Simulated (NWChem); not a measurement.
Species: TiSCl₂; SMILES [S]=[Ti]([Cl])[Cl]

```xyz
4

Ti     0.0264    -0.0001     0.1526
S      2.0561    -0.0050    -0.1227
Cl    -0.9914    -1.9493    -0.1104
Cl    -0.9820     1.9540    -0.1106
```
Atoms are numbered in this order, from 1.

Coordinates come from a B3LYP/6-31G* (spherical d) optimisation.

Task: Give the principal values of the shielding tensors (ppm) of Ti1, S2, Cl3 from PBE0/pcSseg-1, GIAO (NWChem), with their diamagnetic and paramagnetic parts as GIAO splits them.

Result: 
| atom | σ11 | σ22 | σ33 | isotropic | diamagnetic | paramagnetic |
|---|---|---|---|---|---|---|
| Ti1 | -2733.5 | -2391.6 | -22.5 | -1715.9 | 1612.5 | -3328.4 |
| S2 | -3690.3 | -2065.4 | 559.1 | -1732.2 | 1058.0 | -2790.3 |
| Cl3 | -630.7 | 359.9 | 711.5 | 146.9 | 1148.7 | -1001.8 |
